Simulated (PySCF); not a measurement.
C5H11O2Si (doublet state).
SMILES with atom numbers: `[CH3:1][CH2:2][O:3][SiH:4][O:5][CH:6]1[CH2:7][CH2:8]1` (hydrogens: H9, H10, H11 on C1; H12, H13 on C2; H14 on Si4; H15 on C6; H16, H17 on C7; H18, H19 on C8)

Geometry (GFN2-xTB, Å), atoms numbered from 1 in this order:
```
atom  x, y, z in Å
C1    -3.198    0.862   -0.008
C2    -2.536   -0.218   -0.852
O3    -1.185   -0.368   -0.557
Si4   -0.472   -0.802    0.850
O5     1.123   -0.831    0.536
C6     1.848   -0.161   -0.422
C7     2.862    0.853    0.017
C8     3.307   -0.473   -0.535
H9    -3.158    0.579    1.042
H10   -2.670    1.804   -0.133
H11   -4.234    0.989   -0.309
H12   -2.596    0.044   -1.914
H13   -3.055   -1.174   -0.702
H14   -0.764   -2.182    1.217
H15    1.289    0.037   -1.331
H16    2.998    1.739   -0.582
H17    2.969    1.010    1.078
H18    3.710   -1.191    0.162
H19    3.750   -0.507   -1.518
```

The hyperfine couplings belong to this conformer and change with its torsions.

Computed, not measured: UKS B3LYP, pcH-1 on C H O Si, non-relativistic, mean-field spin-orbit, GIAO in PySCF 2.14.0. Isolated species at its GFN2-xTB geometry (one conformer only). Couplings are sensitive to structure, and on GFN2-xTB geometries they can be far from those on DFT ones, by a factor of two or more for some ions and for spin on atoms past the first row. Stability of the SCF solution: not tested.

Match the computed a_iso(17O) values -28.6, -24.3 MHz with the sites O3; O5.

```
site  a_iso (MHz)  ρ(0) (bohr⁻³)         position  distance from Si4 (Å)  spin population  largest |T| (MHz)
  O3        -24.3        +0.0401  1 bond from Si4                   1.64            +0.07               34.4
  O5        -28.6        +0.0471  1 bond from Si4                   1.63            +0.07               35.3
```

ρ(0) is the spin density at the nucleus and T the dipolar tensor; a_iso includes a spin–orbit part; entries for several nuclei are means. Largest spin populations (Mulliken): Si4 (+0.73), H14 (+0.12), O5 (+0.07) and O3 (+0.07). Si4 is the only atom above +0.15. The angles at Si4 add up to 321.0°, so it is pyramidal.

Means are taken over nuclei equivalent by connectivity, which assumes that they swap fast.
